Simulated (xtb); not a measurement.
BFGeH₄O, SMILES O[B](F)[GeH3]. All values are semi-empirical tight-binding results from xtb (GFN2-xTB unless named), good for trends rather than for accurate numbers. Geometry: GFN2-xTB. The structure was generated by enumeration, and PubChem lists no compound with its InChIKey, so it may never have been made. The values are those of a single conformer.

Optimised geometry:

Bonds (Å): B1–F2 1.338, B1–Ge3 2.016, B1–O7 1.324, Ge3–H4 1.493, Ge3–H5 1.493, Ge3–H6 1.489, O7–H8 0.961. Angles (°): F2–B1–Ge3 121.8, F2–B1–O7 118.5, Ge3–B1–O7 119.7, B1–Ge3–H4 114.4, B1–Ge3–H5 114.9, B1–Ge3–H6 113.9, H4–Ge3–H5 102.9, H4–Ge3–H6 104.5, H5–Ge3–H6 104.9, B1–O7–H8 118.5.

For metal compounds this method's bond lengths and energies can be far off.

| Property | Value |
|---|---|
| orbital gap | 5.03 eV |
| zero-point energy | 26.9 kcal/mol |
| G − E(el) at 298.15 K (modified RRHO) | 7.7 kcal/mol |

Computed atomic charges and the Wiberg bond orders between heavy atoms:
charges (e) B1 0.46, F2 -0.30, Ge3 0.01, H4 -0.02, H5 -0.02, H6 -0.02, O7 -0.43, H8 0.32. Bond orders B1–F2 1.03, B1–Ge3 0.81, B1–O7 1.31.
